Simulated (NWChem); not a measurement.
Correlation energy of F2Si

```
Si
F 1 1.6269
F 1 1.6269 2 100.02
```
Charge 0, spin multiplicity 1.

Everything below was run with NWChem. All single points use one geometry, from PBE0/def2-SVP, a minimum by its harmonic frequencies.

Basis set: cc-pVDZ. Each correlation energy counts from its own Hartree-Fock reference.

The correlated methods keep 7 core orbitals frozen. The structure started from a generated list of species. Coupled-cluster values serve here as a point of comparison, not as the truth.

**Question.** One of these methods gave a correlation energy of -473.8 mHa. Which?
A. SCS-MP2
B. CR-CCSD(T)
C. CCSD+T(CCSD)
D. MP2

**Answer.** B, CR-CCSD(T). The others give -454.1 (MP2), -439.8 (SCS-MP2), -477.0 (CCSD+T(CCSD)).
